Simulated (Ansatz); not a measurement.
Species: CH3BBrO (charge 0, doublet). It need not be the lowest isomer of its formula. 
Geometry from a B3LYP-D3(BJ)/def2-TZVP (Ansatz, a first-principles code) optimisation:
SMILES: CO[B]Br
```xyz
7

C     -2.1665    -0.5549    -0.8171
O     -1.2953    -1.3569     0.0025
B     -0.1003    -1.0634     0.4593
Br     0.8864     0.5890     0.1609
H     -2.3630    -1.1088    -1.7326
H     -3.0946    -0.4076    -0.2689
H     -1.7036     0.4039    -1.0450
```
Charge 0, spin multiplicity 2.

Basis-set convergence of Hartree-Fock and CCSD(T) correlation energies (hartree) with Ansatz. Correlated levels leave the core frozen unless marked. Open shells are spin-unrestricted. No spin-orbit coupling. The frozen core is the preceding noble-gas configuration, with the filled d and f shells of earlier blocks. No relativistic terms.

```
basis    functions        E(HF)  E(corr, CCSD(T))
-------  ---------  -----------  ----------------
cc-pVDZ         84  -2711.57398          -0.54998
cc-pVTZ        175  -2711.69482          -0.70078
cc-pVQZ        323  -2711.70764          -0.75129
```

Extrapolating the two largest sets (X = 3 and 4) as X^-3: E(corr) = (64·(-0.75129) - 27·(-0.70078))/37 = -0.7881 Eh, an estimate of the basis-set limit. The largest set recovers 95.3 % of it, the smallest 69.8 %.
